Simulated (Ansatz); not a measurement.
Start from `[CH3][GeH]([F])[Br]` and change one atom or group to get `[CH3][GeH]([F])[SH]`.

Ansatz, PBE0-D4/def2-TZVP geometries, multiplicity 1. Each molecule was computed in one conformer, which needn't be the lowest.

Scalar relativity is left out up to krypton. Spin–orbit coupling is left out; it splits and shifts lone-pair levels of the heavy atoms by tenths of an eV.

```json
{"property": "HOMO–LUMO gap (PBE/def2-TZVPP) / eV", "`[CH3][GeH]([F])[Br]`": "5.90"}
{"property": "ideal-gas entropy at 298 K and 1 bar (rigid rotor, harmonic PBE0-D4/def2-TZVP) / J/(mol·K)", "`[CH3][GeH]([F])[Br]`": "347"}
{"property": "HOMO–LUMO gap (PBE0/def2-TZVPP) / eV", "`[CH3][GeH]([F])[Br]`": "8.16"}
{"property": "HOMO energy (ωB97M-V/def2-TZVPP) / eV", "`[CH3][GeH]([F])[Br]`": "-10.63"}
{"property": "LUMO energy (B3LYP/def2-TZVPP) / eV", "`[CH3][GeH]([F])[Br]`": "-0.58"}
{"property": "size of the dipole moment (PBE/def2-TZVPP) / D", "`[CH3][GeH]([F])[Br]`": "2.74"}
```

Problem. Give the same properties after the change, and the shifts. (Best estimate.)

Solution. The calculation gave: 
```tsv
property	`[CH3][GeH]([F])[SH]`	shift
HOMO–LUMO gap (PBE/def2-TZVPP) / eV	5.72	-0.18
ideal-gas entropy at 298 K and 1 bar (rigid rotor, harmonic PBE0-D4/def2-TZVP) / J/(mol·K)	348	1
HOMO–LUMO gap (PBE0/def2-TZVPP) / eV	7.99	-0.17
HOMO energy (ωB97M-V/def2-TZVPP) / eV	-9.95	0.68
LUMO energy (B3LYP/def2-TZVPP) / eV	-0.05	0.53
size of the dipole moment (PBE/def2-TZVPP) / D	2.53	-0.21
```

With PBE0 the HOMO rises by 0.69 eV and the LUMO rises by 0.52 eV, so the gap narrows by about 0.17 eV. PBE moves the HOMO by 0.67 eV and ωB97M-V by 0.68 eV. The zero-point energy changes by 22.3 kJ/mol with +3 modes. Dipoles are sizes alone; their direction can turn.

B3LYP here is the variant with VWN-RPA as its local correlation; programs differ in this.
